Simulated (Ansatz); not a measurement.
Process, species as SMILES: [O]=[Mo](=[O])=[O] → [O]=[Mo](=[O])=[O] as triplet, charge 0
Geometries: B3LYP-D3(BJ)/def2-TZVP minima from Ansatz (a first-principles code). Frequencies are from Ansatz. Unstable Hartree-Fock reference: [O]=[Mo](=[O])=[O]. Markedly spin-contaminated UHF reference, which strains HF, MP2 and, less, CCSD(T): [O]=[Mo](=[O])=[O] as triplet, charge 0. High T1 diagnostic, so coupled cluster is less sure: [O]=[Mo](=[O])=[O], [O]=[Mo](=[O])=[O] as triplet, charge 0. [O]=[Mo](=[O])=[O] as triplet, charge 0: The spin state was set by rule; other spins were not relaxed. A spin state is the lowest found, not a proven ground state.
Geometry of the first species:
SMILES: [O]=[Mo](=[O])=[O]
```xyz
4

Mo     0.1150    -0.0934    -0.1301
O     -1.3111    -1.0045     0.0855
O     -0.2554     1.4536    -0.7464
O      0.9630     0.0413     1.3440
```

Property: adiabatic triplet-singlet gap (0 K, with B3LYP-D3(BJ) harmonic zero-point energies), in eV. Correlated levels leave the core frozen unless marked. UHF or UKS for open shells. No spin-orbit coupling. The frozen core is the preceding noble-gas configuration, with the filled d and f shells of earlier blocks. Past Kr the def2 sets carry scalar-relativistic core potentials. STO-3G rows are all-electron and non-relativistic. 

```csv
level,program,adiabatic triplet-singlet gap (eV)
revPBE-D3(BJ)/def2-TZVPD,Ansatz + dftd3,1.88
r2SCAN/def2-TZVPD,Ansatz,1.70
r2SCAN-D3(BJ)/def2-TZVPD,Ansatz + dftd3,1.70
PBE0/def2-TZVP,Ansatz,1.59
PBE0/def2-TZVPD,Ansatz,1.60
BHLYP-D3(BJ)/def2-TZVPD,Ansatz + dftd3,1.04
BHLYP-D4/def2-TZVPD,Ansatz + dftd4,1.04
HSE06/def2-TZVPD,Ansatz,1.62
CAM-B3LYP/def2-TZVPD,Ansatz,1.49
wB97X-V/def2-TZVPD,Ansatz,1.59
MP2/def2-SVP,Ansatz,5.08
RI-MP2/def2-QZVPPD,Ansatz,4.53
CCSD/STO-3G,Ansatz,0.52
CCSD/def2-TZVPP,Ansatz,1.45
```
